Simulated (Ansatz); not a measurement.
Cost and result for the atomization energy of C10H17GeN, SMILES `CC(C)(C)[N]([GeH3])c1ccccc1` (29 atoms, 29 bonds).

```xyz
29

C    -1.188   -0.712   -2.481
C    -0.543    0.124   -1.385
C    -1.495    1.260   -1.022
C     0.767    0.716   -1.908
N    -0.319   -0.741   -0.205
Ge    0.209   -2.503   -0.400
C     0.160   -0.112    0.976
C     1.522    0.041    1.231
C     1.966    0.630    2.405
C     1.053    1.085    3.344
C    -0.305    0.935    3.105
C    -0.746    0.336    1.936
H    -2.110   -1.176   -2.126
H    -0.519   -1.500   -2.841
H    -1.426   -0.080   -3.338
H    -1.688    1.877   -1.903
H    -1.075    1.904   -0.247
H    -2.448    0.864   -0.662
H     1.240    1.347   -1.153
H     1.469   -0.076   -2.184
H     0.585    1.331   -2.793
H     0.513   -2.989    1.022
H    -0.928   -3.330   -1.022
H     1.468   -2.666   -1.288
H     2.239   -0.314    0.498
H     3.030    0.733    2.586
H     1.398    1.546    4.262
H    -1.026    1.275    3.839
H    -1.804    0.195    1.753
```

The species carries charge 0 and has multiplicity 1. Correlated methods include outer-core shells of Ge, which these sets cover unevenly. Scalar relativity is left out up to krypton. The structure was optimised at the PBE0-D4/def2-TZVP level. It is one conformer, not always the lowest. Program: Ansatz. All runs use 11 threads of an AMD EPYC 7R13 on a shared host and a whole NVIDIA H100 80 GB. Times are those of one run each, without the atoms' runs, and a repeat can differ threefold. Electronic energies, without spin–orbit coupling; frozen cores. CCSD(T)/CBS adds CCSD(T) − MP2 in def2-TZVPP to the MP2 limit, and its time is that of the two runs behind it. T1 = 0.011; the RHF reference is unstable towards UHF. With those shells the extrapolation isn't a true limit. B3LYP takes the VWN-RPA correlation (the form of Gaussian; ORCA's B3LYP/G). HSE06 is the plane-wave form, built on full-range PBE exchange.

CCSD(T)/CBS is a level of theory with its own doubt, some kJ/mol a heavy atom from the limit and from the frozen cores, so smaller differences don't rank the functionals.

| level | functions | wall time |
| --- | --- | --- |
| PBE0-D4/def2-TZVPP | 627 | 3.5 s |
| revPBE-D4/def2-TZVPP | 627 | 3.7 s |
| BHLYP-D4/def2-TZVPP | 627 | 4.2 s |
| LDA (SPW92)/def2-TZVPP | 627 | 4.5 s |
| BLYP-D4/def2-TZVPP | 627 | 5.5 s |
| B3LYP-D4/def2-TZVPP (with forces) | 627 | 5.5 s |
| r2SCANh-D4/def2-TZVPP | 627 | 5.5 s |
| HSE06-D4/def2-TZVPP | 627 | 5.5 s |
| ωB97X-V/def2-TZVPP | 627 | 5.5 s |
| CCSD(T)/def2-SVP | 271 | 10 s |
| MP2/def2-QZVPP | 1226 | 11 s |
| CCSD(T)/def2-TZVPP | 627 | 100 s |
| CCSD(T)/CBS(def2) | – | 120 s |

Q: What atomization energy does each give, and how far from CCSD(T)/CBS? (Best estimate.)

A: Computed: 
| level | atomization (kJ/mol) | difference from CCSD(T)/CBS | per bond |
| --- | --- | --- | --- |
| PBE0-D4/def2-TZVPP | 12249.4 | 142.6 | 4.9 |
| revPBE-D4/def2-TZVPP | 12160.7 | 53.9 | 1.9 |
| BHLYP-D4/def2-TZVPP | 11816.0 | -290.8 | -10.0 |
| LDA (SPW92)/def2-TZVPP | 13903.4 | 1796.6 | 62.0 |
| BLYP-D4/def2-TZVPP | 12099.5 | -7.3 | -0.3 |
| B3LYP-D4/def2-TZVPP (with forces) | 12133.5 | 26.7 | 0.9 |
| r2SCANh-D4/def2-TZVPP | 12107.7 | 0.9 | 0.0 |
| HSE06-D4/def2-TZVPP | 12255.5 | 148.7 | 5.1 |
| ωB97X-V/def2-TZVPP | 12141.8 | 35.0 | 1.2 |
| CCSD(T)/def2-SVP | 11649.6 | -457.2 | -15.8 |
| MP2/def2-QZVPP | 12217.2 | 110.4 | 3.8 |
| CCSD(T)/def2-TZVPP | 11841.8 | -265.0 | -9.1 |
| CCSD(T)/CBS(def2) | 12106.8 | 0.0 | 0.0 |

From PBE to PBE0 (25 % exact exchange), in def2-TZVPP and without D4, the atomization energy moves by −169.5 kJ/mol: exact exchange takes away binding that semilocal exchange gives to molecules. Leaving LDA and LC-ωPBE aside and taking each functional with its dispersion term where it has one, the values, not all of them listed here, spread over 616.1 kJ/mol, from BHLYP-D4 to PBE-D4. LDA lies +1568.0 kJ/mol from PBE without D4, its usual overbinding. At CCSD(T), def2-SVP lies −457.2 kJ/mol from the extrapolated value and def2-TZVPP −265.0 kJ/mol: correlation converges slowly with the basis, and small sets miss more of it in the bonded molecule than in its fragments.
